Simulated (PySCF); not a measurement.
This PySCF input asks for the NMR shieldings of `C#C/C=C(/C)B[S][AlH2]`, C₅H₈AlBS; the geometry comes from GFN2-xTB.

```python
import basis_set_exchange as bse
import numpy as np
from pyscf import gto, dft
from pyscf.prop import nmr

atoms = """
C    -2.278292    3.104962   -0.324446
C    -1.828231    2.064031    0.076028
C    -1.359696    0.860594    0.626329
C    -0.394357    0.080663    0.093257
C    -0.009731   -1.167709    0.835629
B     0.308832    0.458290   -1.241034
S     1.697151   -0.432437   -1.923389
Al    2.433762   -1.810309   -0.370953
H    -2.651279    4.010301   -0.701197
H    -1.838932    0.587531    1.563096
H    -0.662148   -1.360766    1.686664
H     1.024459   -1.087172    1.218877
H    -0.037811   -2.041132    0.169675
H    -0.079529    1.360139   -1.875246
H     2.126873   -3.317999   -0.420869
H     3.541331   -1.300044    0.576167
"""
names = dict.fromkeys(["C", "B", "S", "Al", "H"], "pcSseg-1")
basis = {el: gto.basis.parse(bse.get_basis(n, elements=[el], fmt="nwchem")) for el, n in names.items()}
mol = gto.M(atom=atoms, basis=basis, charge=0, verbose=0)
mf = dft.RKS(mol, xc="PBE0")
mf.grids.level = 2
mf.grids.alignment = dft.numint.BLKSIZE   # the property module wants whole blocks of grid points
mf.conv_tol = 1e-9
mf.kernel()

calc = nmr.RKS(mf)   # GIAO
C = mf.mo_coeff
Co = C[:, mf.mo_occ > 0]
resp = mf.gen_response(singlet=True, hermi=2)
def vind(x):   # induced exchange potential for any number of trial vectors
    d = np.einsum("pi,xij,qj->xpq", C, 2 * x.reshape(-1, C.shape[1], Co.shape[1]), Co, optimize=True)
    return np.einsum("xpq,pi,qj->xij", resp(d - d.transpose(0, 2, 1)), C, Co, optimize=True).ravel()
mo1, _ = nmr.rhf.solve_mo1(calc, with_cphf=vind)
sigma = calc.kernel(mo1)
for i, s in enumerate(sigma):   # ppm
    w = np.linalg.eigvalsh((s + s.T) / 2)
    print("%2d %-2s iso %8.1f  s11 %8.1f  s22 %8.1f  s33 %8.1f" % (i, mol.atom_pure_symbol(i), w.mean(), *w))
```

Q: What does it print?

A: 
```
 0 C  iso     87.4  s11     36.0  s22     41.8  s33    184.3
 1 C  iso    100.1  s11      0.4  s22      2.5  s33    297.4
 2 C  iso     48.4  s11    -55.8  s22     62.1  s33    138.9
 3 C  iso     29.1  s11    -99.7  s22     17.2  s33    169.9
 4 C  iso    158.7  s11    135.2  s22    150.9  s33    190.0
 5 B  iso     37.5  s11    -18.8  s22     18.0  s33    113.2
 6 S  iso    511.7  s11    241.9  s22    549.9  s33    743.2
 7 Al iso    331.1  s11    294.3  s22    320.4  s33    378.5
 8 H  iso     28.4  s11     24.7  s22     25.2  s33     35.2
 9 H  iso     25.0  s11     21.7  s22     23.9  s33     29.3
10 H  iso     29.3  s11     25.1  s22     28.4  s33     34.5
11 H  iso     30.3  s11     26.6  s22     30.0  s33     34.4
12 H  iso     28.8  s11     24.9  s22     29.0  s33     32.5
13 H  iso     24.1  s11     20.2  s22     22.4  s33     29.8
14 H  iso     26.4  s11     23.3  s22     24.7  s33     31.2
15 H  iso     26.4  s11     23.7  s22     24.2  s33     31.4
```

These numbers come from an equivalent density-fitted implementation of the same equations, which agrees with the script to about 0.01 ppm for H and up to a few tenths of a ppm for heavy atoms, so last digits may differ.

Size and cost of the density-fitted run: 190 basis functions, 80 s wall time on 1 thread of an Arm Neoverse N1, shared host; peak memory 0.89 GiB.
